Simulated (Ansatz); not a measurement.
Molecular dynamics of H5C10F

Input file:

```yaml
crystal:
  lattice:
    - [5.048742, 0.0, 0.0]
    - [0.0, 5.048742, 0.0]
    - [0.0, 0.0, 15.835561]
  atoms:
    - { symbol: H, position: [0.4277868, 0.0, 0.063149] }
    - { symbol: H, position: [0.0722132, 0.0, 0.063149] }
    - { symbol: H, position: [0.9277868, 0.0, 0.063149] }
    - { symbol: H, position: [0.5722132, 0.0, 0.063149] }
    - { symbol: H, position: [0.4277868, 0.5, 0.063149] }
    - { symbol: H, position: [0.0722132, 0.5, 0.063149] }
    - { symbol: H, position: [0.9277868, 0.5, 0.063149] }
    - { symbol: H, position: [0.5722132, 0.5, 0.063149] }
    - { symbol: C, position: [0.25, 0.0, 0.1032297] }
    - { symbol: C, position: [0.75, 0.0, 0.1032297] }
    - { symbol: C, position: [0.25, 0.5, 0.1032297] }
    - { symbol: C, position: [0.75, 0.5, 0.1032297] }
    - { symbol: C, position: [0.25, 0.25, 0.1595902] }
    - { symbol: C, position: [0.75, 0.25, 0.1595902] }
    - { symbol: C, position: [0.25, 0.75, 0.1595902] }
    - { symbol: C, position: [0.75, 0.75, 0.1595902] }
    - { symbol: C, position: [-8.96e-06, 0.25099094, 0.21193036] }
    - { symbol: C, position: [0.49999799, 0.25099279, 0.21192502] }
    - { symbol: C, position: [-4.912e-05, 0.74982904, 0.22031633] }
    - { symbol: C, position: [0.49996791, 0.74981461, 0.22030111] }
    - { symbol: C, position: [-7.058e-05, 0.01581167, 0.27319024] }
    - { symbol: C, position: [0.49991135, 0.01582165, 0.2731831] }
    - { symbol: C, position: [-4.076e-05, 0.4845249, 0.27349661] }
    - { symbol: C, position: [0.49996502, 0.4844979, 0.27349072] }
    - { symbol: C, position: [0.24992467, 0.09143911, 0.32405285] }
    - { symbol: C, position: [0.74990509, 0.09142401, 0.32405209] }
    - { symbol: C, position: [0.24995512, 0.41365609, 0.32463173] }
    - { symbol: C, position: [0.74995574, 0.41365933, 0.32463119] }
    - { symbol: H, position: [0.24997348, 0.49181528, 0.38921382] }
    - { symbol: H, position: [0.74998139, 0.4918973, 0.38920708] }
    - { symbol: F, position: [0.24998766, 0.98563301, 0.40500978] }
    - { symbol: F, position: [0.74994872, 0.98560778, 0.40500622] }
basis:
  ecutwfc: 420.0
kpoints:
  mp_grid: { grid: [2, 2, 1] }
hamiltonian:
  xc: pbe
  pseudopotentials: { kind: paw, azcp: { folder: soft_1 } }
scf:
  occupations: { method: fermi_dirac, width: 0.05 }
  lower_state_search: "off"
  max_iter: 63
md:
  timestep: 0.5
  n_steps: 190
  ensemble: nvt_langevin
  temperature: 1200.0
  initial_velocities: maxwell_boltzmann
  seed: 522983
  friction: 1.0
  constraints: [{ sites: [0, 1, 2, 3, 4, 5, 6, 7, 8, 9, 10, 11, 12, 13, 14, 15] }]
```

Command:

```bash
$ ansatz run input.yaml --threads 1 --pin off --max-ram 3072MiB --backend cpu --events-out ev --progress --plain --runs-dir out
```

It starts from a relaxed structure.

Output, in part (step lines):

```
md step     0: t =     0.00 fs  T =  1200.0 K  F+E_penalty+E_count = -6777.46077422 eV  E_kin = 2.481792 eV  (10 SCF iters)
md step     1: t =     0.50 fs  T =  1233.0 K  F+E_penalty+E_count = -6777.44406541 eV  E_kin = 2.549996 eV  (7 SCF iters)
md step     2: t =     1.00 fs  T =  1468.3 K  F+E_penalty+E_count = -6777.40533505 eV  E_kin = 3.036779 eV  (7 SCF iters)
md step     3: t =     1.50 fs  T =  1748.2 K  F+E_penalty+E_count = -6777.32902919 eV  E_kin = 3.615655 eV  (7 SCF iters)
md step     4: t =     2.00 fs  T =  1231.0 K  F+E_penalty+E_count = -6777.21882778 eV  E_kin = 2.545840 eV  (7 SCF iters)
md step     5: t =     2.50 fs  T =  1002.7 K  F+E_penalty+E_count = -6777.12148634 eV  E_kin = 2.073730 eV  (6 SCF iters)
md step     6: t =     3.00 fs  T =   969.8 K  F+E_penalty+E_count = -6777.04862975 eV  E_kin = 2.005786 eV  (6 SCF iters)
md step     7: t =     3.50 fs  T =  1096.1 K  F+E_penalty+E_count = -6776.99692084 eV  E_kin = 2.266875 eV  (6 SCF iters)
[... lines left out ...]
md step   190: t =    95.00 fs  T =  1253.0 K  F+E_penalty+E_count = -6775.69690334 eV  E_kin = 2.591334 eV  (7 SCF iters)
```

The steps, from the saved trajectory:

```csv
time (fs),T (K),potential energy less start (eV)
0.0,1200,0.000
3.0,970,0.412
6.0,1072,0.782
9.0,1113,1.331
12.0,1300,1.656
15.0,1156,1.463
18.0,1128,1.267
21.0,1355,1.123
24.0,1223,1.213
27.0,986,1.395
30.0,1052,1.394
33.0,1772,1.853
36.0,1234,1.731
39.0,807,1.978
42.0,1046,2.201
45.0,888,2.218
48.0,1073,2.503
51.0,1354,2.710
54.0,1296,3.151
57.0,1097,3.445
60.0,1060,2.887
63.0,1223,2.311
66.0,1069,2.203
69.0,938,2.242
72.0,1222,2.151
75.0,982,2.148
78.0,1123,1.576
81.0,1081,1.761
84.0,1384,1.513
87.0,821,1.463
90.0,1371,1.240
93.0,1100,1.930
```

The run went to its last step. A run of 0.095 ps of so small a system gives no equilibrium averages. The friction is so strong that the motion is overdamped, so the time scale means little. Limits of this set-up: coarse k mesh, thin slab, slab without dipole correction, no dispersion correction for a molecule that may bind weakly.

Mean squared displacements from the first frame to the last: H 0.02 Å², C 0.01 Å², F 0.01 Å².

Last frame:

```xyz
32
Lattice="5.0487 0.0000 0.0000 0.0000 5.0487 0.0000 0.0000 0.0000 15.8356" Properties=species:S:1:pos:R:3
H 2.160 0.000 1.000
H 0.365 0.000 1.000
H 4.684 0.000 1.000
H 2.889 0.000 1.000
H 2.160 2.524 1.000
H 0.365 2.524 1.000
H 4.684 2.524 1.000
H 2.889 2.524 1.000
C 1.262 0.000 1.635
C 3.787 0.000 1.635
C 1.262 2.524 1.635
C 3.787 2.524 1.635
C 1.262 1.262 2.527
C 3.787 1.262 2.527
C 1.262 3.787 2.527
C 3.787 3.787 2.527
C -0.094 1.301 3.336
C 2.475 1.336 3.386
C 0.012 3.779 3.469
C 2.514 3.857 3.496
C -0.070 0.163 4.294
C 2.521 0.150 4.382
C -0.028 2.492 4.240
C 2.492 2.555 4.264
C 1.214 0.466 5.148
C 3.830 0.558 5.069
C 1.228 2.124 5.199
C 3.716 2.199 5.090
H 1.438 2.512 6.284
H 3.937 2.803 6.115
F 1.282 4.976 6.424
F 3.873 5.090 6.402
```

Time of the run: 13 min on 1 thread of Arm Neoverse V2, on a shared host, peak memory 0.64 GiB.
